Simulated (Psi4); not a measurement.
**Which level was it?**

Ge2H6 has 8 atoms, charge 0, and is taken as a singlet. SMILES: `[GeH3][GeH3]`. The coordinates come from a PBE0-D4/def2-TZVP relaxation.

```xyz
8

Ge   -0.5692    0.2819   -1.0299
Ge    0.5692   -0.2819    1.0299
H    -0.3605   -0.8252   -2.0758
H    -2.0775    0.4423   -0.7801
H    -0.0232    1.6020   -1.5979
H     0.3674    0.8291    2.0731
H     2.0763   -0.4505    0.7785
H     0.0175   -1.5977    1.6022
```

A calculation with Psi4 1.11 gave:

```
total energy  : -4156.2575 Eh
HOMO energy   : -8.98 eV
LUMO energy   : 1.49 eV
HOMO–LUMO gap : 10.47 eV
```

Q: Which of these levels gave the numbers?
A. TPSS/6-31G* (spherical functions)
B. wB97X-V/6-31G* (spherical functions)
C. B3LYP/6-31G* (Cartesian functions)
D. B2PLYP/6-31G* (density fitting for correlation, spherical functions)

A: D. The others give -4157.1339 Eh (B3LYP/6-31G* (Cartesian functions)), -4156.6497 Eh (wB97X-V/6-31G* (spherical functions)), -4156.9853 Eh (TPSS/6-31G* (spherical functions)).
